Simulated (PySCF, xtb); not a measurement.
SrF, SMILES [Sr+][F], charge +1.

Harmonic wavenumbers (cm⁻¹) from GFN2-xTB (xtb) at its own minimum, in rising order: 283.

### Question
What does B3LYP-D3(BJ)/def2-TZVPD run with PySCF 2.14.0 give at its own minimum? (The exact figures need the calculation; the answer reports its results.)

### Answer
573. Paired by order, the mean absolute difference is 290 cm⁻¹ and the zero-point energies are 0.4 and 0.8 kcal/mol.
